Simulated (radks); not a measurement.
Dispersion coefficients C6 (hartree bohr^6) between ground-configuration atoms and ions, from the Casimir-Polder integral (3/pi) of alpha_A(iw) alpha_B(iw). Calculated with a radial shooting solver on a logarithmic mesh with Libxc functionals: non-relativistic Kohn-Sham, LB94 model potential, spin-polarised, spherical densities, point nucleus; open shells are filled with parallel spins first (spin-orbit coupling, left out, can overturn this in heavy ions). Response by self-consistent Sternheimer equations with the Hartree and adiabatic LDA kernel. For heavy and open-shell atoms this level of theory can miss by tens of per cent.

\begin{tabular}{lrrrrrrrrr}
C6 & Al3+ & Ru2+ & B3+ & Mn3+ & C & Ti+ & Co2+ & Co & Br+ \\ \hline
Al3+ & 0.2609 &  &  &  &  &  &  &  &  \\
Ru2+ & 2.675 & 40.85 &  &  &  &  &  &  &  \\
B3+ & 0.02536 & 0.2222 & 0.002704 &  &  &  &  &  &  \\
Mn3+ & 1.055 & 13.77 & 0.09248 & 4.945 &  &  &  &  &  \\
C & 2.120 & 40.48 & 0.1642 & 12.43 & 46.18 &  &  &  &  \\
Ti+ & 3.839 & 76.96 & 0.2990 & 22.88 & 94.65 & 215.0 &  &  &  \\
Co2+ & 1.359 & 18.90 & 0.1173 & 6.599 & 17.89 & 33.59 & 8.922 &  &  \\
Co & 4.715 & 94.87 & 0.3670 & 28.20 & 116.0 & 258.0 & 41.39 & 311.5 &  \\
Br+ & 3.164 & 54.57 & 0.2541 & 17.48 & 58.21 & 113.7 & 24.61 & 140.2 & 75.97 \\
\end{tabular}

Static polarisabilities (bohr^3): Al3+ ([Ne]) 0.2790, Ru2+ ([Kr] 4d6) 7.623, B3+ ([He]) 0.02021, Mn3+ ([Ar] 3d4) 1.964, C ([He] 2s2 2p2) 11.92, Ti+ ([Ar] 3d2 4s1) 37.94, Co2+ ([Ar] 3d7) 3.134, Co ([Ar] 3d7 4s2) 41.52, Br+ ([Ar] 3d10 4s2 4p4) 12.33. The combination rule 2 Ca Cb / ((alpha_b/alpha_a) Ca + (alpha_a/alpha_b) Cb) gives 0.02510 for B3+-Al3+, against 0.02536 from the integral.
